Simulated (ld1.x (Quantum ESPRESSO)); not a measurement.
Before and after: PAW potential for Ge (Z = 32)

- Element: Ge (Z = 32)
- Generator: ld1.x (Quantum ESPRESSO) 7.5
- Type: PAW
- Functional: PBE
- Relativity: scalar-relativistic
- Frozen core: [Ar]
- Valence charge: 14
- Reference configuration: 3d10 4s2 4p2
- Partial waves: 4s (bound): rcut 1.20, rcutus 1.50 bohr; 4s channel at 0.25 Ry: rcut 1.20, rcutus 1.50 bohr; 4p (bound): rcut 1.50, rcutus 1.75 bohr; 4p channel at 1 Ry: rcut 1.50, rcutus 1.75 bohr; 3d (bound): rcut 0.70, rcutus 0.90 bohr; 3d channel at 2.55 Ry: rcut 0.70, rcutus 0.90 bohr
- Local potential: all-electron potential smoothed inside 1.40 bohr (lloc = -1)
- Core correction: Bessel-smoothed model core inside 0.40 bohr
- Augmentation charge: BESSEL, radius 0.75 bohr

Change: core correction a·sin(br)/r model core, default radius (ld1.x builds one for every PAW set, though the input has nlcc=.false.).

Cutoffs: the cutoffs (Ry, on a coarse ladder) from which the occupation-weighted sum of valence levels, in a spherical-Bessel basis at the reference potential, stays within 10 and 1 mRy of its value at 400 Ry; they do not see the model core or the augmentation charge, which bear on the density cutoff. Errors are all-electron minus pseudo energies relative to the spin-unpolarised reference configuration.

**Question.** Predict the effect on cutoff, ghosts and configuration errors.

**Answer.** Both files keep a bound ghost (s); of the 7 tests that both files solve, the error grows in 2 and shrinks in 1 by more than 15 % and 0.3 meV (median size 2.3 → 1.7 meV). A model core, the more so a compact one, raises the density cutoff, which this test does not measure.

```csv
quantity,base,changed
"cutoff, loose",200 Ry,200 Ry
"cutoff, tight",over 300 Ry,300 Ry
bound ghosts,s,s
"error for 3d10 4s2 4p1, meV [ΔE 7.44 eV]",-0.9,+1.0
"error for 3d10 4s2 4p0, meV [ΔE 22.88 eV]",-2.3,-34
"error for 3d10 4s1 4p0, meV [ΔE 57.67 eV]",-8.3,-33
"error for 3d10 4s2 4p2.3, meV [ΔE -0.88 eV]",0.0,-0.2
"error for 3d10 4s1 4p2, meV [ΔE 16.16 eV]",-2.3,+1.7
"error for 3d10 4s2 4p1.5, meV [ΔE 2.80 eV]",-0.4,+0.3
"error for 3d9 4s2 4p2, meV [ΔE 38.69 eV]",-261,-259
s: phases at 1.90 bohr within 0.05 rad from the reference energy up to (Ry; the scan ends near 5),to the end of the scan,to the end of the scan
p: phases at 1.90 bohr within 0.05 rad from the reference energy up to (Ry; the scan ends near 5),to the end of the scan,to the end of the scan
d: phases at 1.90 bohr within 0.05 rad from the reference energy up to (Ry; the scan ends near 5),to the end of the scan,to the end of the scan
lowest overlap eigenvalue by channel,"s 0.54, p 0.61, d 1.00","s 0.54, p 0.61, d 1.00"
```

 A true bound ghost makes a file unfit for plane-wave use even where its test errors are small: the radial tests pick states by their node count and pass the ghost by.
